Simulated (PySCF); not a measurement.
Highest orbital energy against ionisation energy along group 13

Calculated with PySCF 2.14, no spin-orbit coupling. Each cell gives −ε(HOMO) / ΔSCF in eV; NIST values include spin-orbit coupling, (s) semi-empirical, (t) theoretical.

| species | UHF | LDA | PBE | PBE0 | r2SCAN | NIST (lowest levels) |
| --- | --- | --- | --- | --- | --- | --- |
| B⁺ (aug-cc-pVQZ-DK, spin-free X2C) | 23.784 / 23.450 | 19.410 / 24.557 | 19.507 / 24.609 | 20.797 / 24.566 | 19.736 / 24.271 | 25.155 |
| Al⁺ (aug-cc-pVQZ-DK, spin-free X2C) | 17.781 / 17.551 | 14.920 / 18.931 | 14.809 / 18.795 | 15.765 / 18.688 | 14.960 / 18.411 | 18.829 |
| Ga⁺ (aug-cc-pVQZ-DK, spin-free X2C) | 19.033 / 18.749 | 16.615 / 21.120 | 16.294 / 20.750 | 17.193 / 20.417 | 16.579 / 20.489 | 20.515 |
| In⁺ (aug-cc-pVQZ-DK3, spin-free X2C) | 17.292 / 17.016 | 15.282 / 19.388 | 14.904 / 18.957 | 15.719 / 18.650 | 15.098 / 18.682 | 18.870 |

Q: How far is −ε(HOMO) from ΔSCF on average for each method, and why?

A: UHF 0.28 eV; LDA -4.44 eV; PBE -4.40 eV; PBE0 -3.21 eV; r2SCAN -3.87 eV. Hartree-Fock orbital energies lack relaxation and so exceed the ΔSCF value; semilocal functionals have convex E(N) from self-interaction, so their HOMO lies far too high; exact exchange moves hybrids part of the way back.
